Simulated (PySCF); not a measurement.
**IF: from constants to spectrum**

RHF-CCSD(T) constants of IF, ¹Σ⁺ (singlet), closed shell (PySCF, scalar-relativistic core potentials, basis sets I def2-SVP with ECP28, F def2-SVP; masses 126.9045 and 18.9984 u):

| Property | Result |
| --- | --- |
| ωe | 598.1 cm⁻¹ |
| ωexe | 3.46 cm⁻¹ |
| Be | 0.26515 cm⁻¹ |
| αe | 0.00179 cm⁻¹ |
| D (centrifugal) | 2.08e-07 cm⁻¹ |
| De to I + F | 2.25 eV |

Give the vibrational terms G(v) and spacings up to v = 6.

G(v) = ωe(v+½) − ωexe(v+½)².

```
v  G(v) (cm⁻¹)  G(v) − G(v−1)  Bv (cm⁻¹)
0        298.2                    0.2643
1        889.4          591.2     0.2625
2       1473.6          584.3     0.2607
3       2051.0          577.3     0.2589
4       2621.4          570.4     0.2571
5       3184.9          563.5     0.2553
6       3741.5          556.6     0.2535
```

How well does the Morse estimate ωe²/(4ωexe) reproduce De, and what is D0?

It gives 3.20 eV, 142 % of the computed De. D0 = De − G(0) = 2.25 − 0.04 = 2.21 eV.

Measured values (Huber and Herzberg, Constants of Diatomic Molecules (1979)): ωe = 610.24 cm⁻¹, ωexe = 3.123 cm⁻¹, Be = 0.2797108 cm⁻¹, αe = 0.0018734 cm⁻¹.

Correlated steps freeze 5 core orbitals. Correlated levels converge slowly with the basis: in double zeta they bind strong bonds too weakly, by up to about 1 eV, and carry superposition errors of some tenths. These are scalar-relativistic numbers at best; spin–orbit coupling would shift them, the dissociation energy most. Where the molecule has an RHF reference, its open-shell atoms are computed with UHF.
